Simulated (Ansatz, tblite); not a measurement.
Two members of one family (Same ligands, another metal), computed with Ansatz in the gas phase. The two geometries come from different levels. HOMO and LUMO are taken over both spins. Binding counts from free atoms in the multiplicity of their measured ground term, without zero-point energy. Singlets are spin-restricted. A dash marks a value that wasn't run or was left out as unsound. The structures are stationary points that may keep the symmetry of their start. Remarks come from the PBE and PBE0 runs and from stability tests at other levels; not every state was tested.

First: CoMe2 (quartet, charge 0, PBE0-D4/def2-TZVP geometry).

```xyz
9

Co    0.216    0.137   -0.532
C    -1.746    0.396   -0.621
H    -2.278   -0.537   -0.405
H    -2.062    0.732   -1.616
H    -2.078    1.149    0.101
C     1.754   -0.391    0.599
H     1.838    0.258    1.478
H     2.701   -0.320    0.048
H     1.655   -1.423    0.949
```

```
              level  HOMO (eV)  LUMO (eV)  gap (eV)  binding per atom (eV)
   PBE-D4/def2-TZVP      -4.98      -4.15      0.83                      –
r2SCAN-D4/def2-TZVP      -5.41      -3.56      1.85                   3.48
 B3LYP-D4/def2-TZVP      -6.16      -3.05      3.11                   3.45
  PBE0-D4/def2-TZVP      -6.38      -2.48      3.90                   3.47
  LC-ωPBE/def2-TZVP      -9.14      -0.17      8.97                   3.45
```

Metal–donor distances: 2 × C 1.98 Å. The relaxed doublet lies at -0.46 eV (LDA (SPW92)/def2-TZVP) to 1.26 eV (BHLYP-D4/def2-TZVP) from the quartet, so the order hangs on the level. Remarks: doublet lower at PBE.

Second: CrMe2 (quintet, charge 0, PBE-D4/def2-TZVP geometry).

```xyz
9

Cr    0.1866   -0.0236    1.0635
C     1.0674   -1.3063   -0.2176
H     0.3231   -1.9309   -0.7363
H     1.7238   -1.9594    0.3895
H     1.6823   -0.7739   -0.9601
C    -1.0679    1.3064    0.2158
H    -0.5446    1.9428   -0.5140
H    -1.4554    1.9421    1.0353
H    -1.9152    0.8028   -0.2761
```

Task: What does the change do? Estimate second minus first.

Result: 
```json
{"level": "PBE-D4/def2-TZVP", "Δ HOMO (eV)": "0.48", "Δ LUMO (eV)": "1.59", "Δ gap (eV)": "1.11", "Δ binding per atom (eV)": "–"}
{"level": "r2SCAN-D4/def2-TZVP", "Δ HOMO (eV)": "0.59", "Δ LUMO (eV)": "1.19", "Δ gap (eV)": "0.60", "Δ binding per atom (eV)": "-0.06"}
{"level": "B3LYP-D4/def2-TZVP", "Δ HOMO (eV)": "0.52", "Δ LUMO (eV)": "1.36", "Δ gap (eV)": "0.84", "Δ binding per atom (eV)": "-0.02"}
{"level": "PBE0-D4/def2-TZVP", "Δ HOMO (eV)": "0.45", "Δ LUMO (eV)": "1.03", "Δ gap (eV)": "0.58", "Δ binding per atom (eV)": "-0.07"}
{"level": "LC-ωPBE/def2-TZVP", "Δ HOMO (eV)": "0.56", "Δ LUMO (eV)": "0.73", "Δ gap (eV)": "0.18", "Δ binding per atom (eV)": "-0.06"}
```

Metal–donor distances: 2 × C 2.02 Å. Remarks: restricted SCF unstable (singlet), spin-contaminated (⟨S²⟩ up to 3.02) (triplet).
